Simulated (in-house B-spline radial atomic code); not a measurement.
**Ionising Tc3+ with different functionals**

Computed with a radial B-spline atomic code at the basis-set limit: non-relativistic Hamiltonian, point nucleus, spin-polarised at highest spin, spherical fractional occupations for the functionals, and exact exchange of hybrids averaged over the configuration. The ionisation energy is the difference of two self-consistent energies, [Kr] 4d4 → [Kr] 4d3, without Breit or QED terms; ε is the level of the shell that loses the electron (its least bound occupied spin orbital). There is no spin-orbit coupling in this Hamiltonian.

| method | rung | ΔSCF (eV) | -ε(4d) (eV) |
| --- | --- | --- | --- |
| PBE0 | global hybrid | 43.76 | 38.81 |
| B3LYP | global hybrid | 43.66 | 38.30 |
| TPSSh | global hybrid | 43.70 | 37.60 |
| M06-2X | global hybrid | 43.29 | 40.56 |
| BHandHLYP | global hybrid | 43.47 | 40.44 |
| r2SCAN0 | global hybrid | ? | ? |
| B97-1 | global hybrid | 43.49 | 38.21 |
| HSE06 | range-separated hybrid | ? | ? |
| wB97X | range-separated hybrid | 43.35 | 41.04 |
| CAM-B3LYP | range-separated hybrid | 43.60 | 40.14 |
| LC-wPBE | range-separated hybrid | 43.69 | 41.69 |

(1) What does r2SCAN0 give?

(2) What does HSE06 give?

(3) Among the functionals, which spreads more, the ΔSCF values or the orbital energies?

(4) How do they compare with the NIST value?

Answers

(1) ΔSCF 43.94 eV, and -ε(4d) = 39.03 eV.

(2) ΔSCF 43.74 eV, and -ε(4d) = 38.38 eV.

(3) The orbital energies: ΔSCF values span about 0.64 eV and the orbital energies 4.09 eV; here energy differences depend much less on the functional than eigenvalues do.

(4) NIST lists 41 eV ± 1.7 (tabulated theory, ground level to ground level). Errors run from +2.29 to +2.94 eV; all lie within about twice that uncertainty, so the table can't rank the methods.
